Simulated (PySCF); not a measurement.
C₇H₄ClO (charge +1).
Bonds: O1–C2 (triple), C2–C3, C3–C4 (aromatic), C4–C5 (aromatic), C5–C6 (aromatic), C6–C7 (aromatic), C7–Cl8, C7–C9 (aromatic), C3–C9 (aromatic). Hydrogens: H10 on C4; H11 on C5; H12 on C6; H13 on C9.

Level of theory: PySCF 2.14.0, density-fitted response routines, TDDFT CAM-B3LYP/def2-SVPD, vertical, gas phase, core orbitals frozen in the response. Isolated species at its GFN2-xTB geometry, gas phase.

Computed states:

```csv
state,E (eV),f
S1,3.72,0.049
S2,4.64,0.0000
S3,4.97,0.168
S4,4.98,0.0002
S5,5.16,0.0000
S6,6.04,0.231
S7,6.20,0.266
S8,6.47,0.0000
```

Broadening: Gaussians 0.25 eV wide at half height, area fixed by f = 4.319×10⁻⁹ ∫ε dν̃. The width is an assumption, not a result. The curve ends short of the highest state used, and states not computed would add to its high-energy end.

Question: What does the envelope look like, and where are its maxima?

Answer: 
| E (eV) | ε (L mol⁻¹ cm⁻¹) |
| --- | --- |
| 3.34 | 10 |
| 3.40 | 62 |
| 3.46 | 286 |
| 3.52 | 955 |
| 3.58 | 2319 |
| 3.64 | 4093 |
| 3.69 | 5148 |
| 3.75 | 5058 |
| 3.81 | 3611 |
| 3.87 | 1873 |
| 3.93 | 706 |
| 3.99 | 193 |
| 4.05 | 38 |
| 4.11 | 6 |
| 4.17 | 1 |
| 4.22 | 0 |
| 4.28 | 0 |
| 4.34 | 0 |
| 4.40 | 0 |
| 4.46 | 0 |
| 4.52 | 3 |
| 4.58 | 24 |
| 4.64 | 163 |
| 4.70 | 787 |
| 4.75 | 2292 |
| 4.81 | 6168 |
| 4.87 | 12064 |
| 4.93 | 17143 |
| 4.99 | 17700 |
| 5.05 | 13279 |
| 5.11 | 7238 |
| 5.17 | 2867 |
| 5.23 | 825 |
| 5.28 | 229 |
| 5.34 | 37 |
| 5.40 | 4 |
| 5.46 | 0 |
| 5.52 | 0 |
| 5.58 | 2 |
| 5.64 | 19 |
| 5.70 | 137 |
| 5.75 | 561 |
| 5.81 | 2294 |
| 5.87 | 6890 |

Maxima: 334 nm (3.72 eV), ε about 5300, made up of S1 (100%); 250 nm (4.97 eV), ε about 18000, made up of S3 (100%) (ε in L mol⁻¹ cm⁻¹; maxima over ε = 5, shares over 10%). At its high-energy end, 5.87 eV, the curve is still rising (ε about 6900, from S6).

Question: Coming from long wavelengths, where does ε first pass 100 L mol⁻¹ cm⁻¹?

Answer: At about 363 nm (3.42 eV), 0.30 eV below S1.

Question: On this curve, what absorbance would a 10⁻³ mol/L sample give at 248 nm over a 1 cm path?

Answer: 248 nm is 4.999 eV, where ε is about 17000 L mol⁻¹ cm⁻¹, so A = ε c l ≈ 17 (Beer–Lambert, with the gas-phase spectrum and the assumed width).

Question: What would ε be at 4.97 eV, the highest of these maxima, with half the width (0.125 eV)?

Answer: About 36200 L mol⁻¹ cm⁻¹ against 18200, a factor of about 1.99; a lone state at its own centre would give exactly 2.
